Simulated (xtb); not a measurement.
CsI, SMILES [Cs][I]. All values are semi-empirical tight-binding results from xtb (GFN2-xTB unless named), good for trends rather than for accurate numbers. Geometry optimised at GFN2-xTB.

Optimised geometry:

```xyz
2

Cs     0.0000     0.0000    -1.6401
I      0.0000     0.0000     1.7020
```

For metal compounds this method's bond lengths and energies can be far off.

Question: Estimate the properties. (Estimate from the structure and the level; the computed values follow.)

Answer: 
```json
{
  "point_group_as_xtb_finds_it": "C∞v",
  "orbital_gap": "2.40 eV"
}
```

Question: Give the atomic charges and the Wiberg bond orders between heavy atoms. (The exact figures need the calculation; the answer reports its results.)

Answer: charges (e) Cs1 0.52, I2 -0.52. Bond orders Cs1–I2 0.84.
